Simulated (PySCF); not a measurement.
A GIAO shielding run with PySCF (density fitting, non-relativistic, gas phase) on `C(O[C@@H]1[C@H](C(=C)C)[SiH2]1)C`, C$_{7}$H$_{14}$OSi:

```
$ OMP_NUM_THREADS=1 python probes_run.py task.json out

{"job": {"kind": "nmr", "xc": "PBE0", "basis": "pcSseg-1"}, "charge": 0, "multiplicity": 1}
C     -1.980389    -0.348313     1.710097
C     -1.476242    -0.124900     0.499909
C     -1.372613    -1.222509    -0.515823
C     -1.035406     1.222800     0.097314
Si    -0.978429     1.837249    -1.702075
C      0.397588     1.473008    -0.467994
O      1.237565     0.386504    -0.703815
C      1.830011    -0.129251     0.476459
C      2.647019    -1.358032     0.114964
H     -2.077659     0.434829     2.443488
H     -2.314200    -1.326298     2.013317
H     -1.511030    -2.195241    -0.049583
H     -0.405443    -1.195694    -1.011495
H     -2.144230    -1.091867    -1.275283
H     -1.294660     1.968821     0.845104
H     -1.322485     3.230206    -1.930191
H     -1.179033     0.897320    -2.784564
H      0.916194     2.286295     0.046692
H      2.474531     0.642812     0.926649
H      1.047948    -0.387372     1.204111
H      3.148620    -1.743039     0.998341
H      1.998673    -2.130638    -0.289600
H      3.388919    -1.099704    -0.635943
```

Hardware: 1 thread of an Intel Xeon, shared host. The job also computes population analyses, field gradients, ring-centre shieldings.

Q: How large is the calculation?

A: 78 electrons, 230 basis functions and 1211 auxiliary functions.

Q: How long does it take, and how much memory does it need?

A: 2.6 min of wall time, with 14 SCF cycles and 5 response iterations; peak memory 1.1 GiB. Times on a shared host scatter by some tens of per cent.
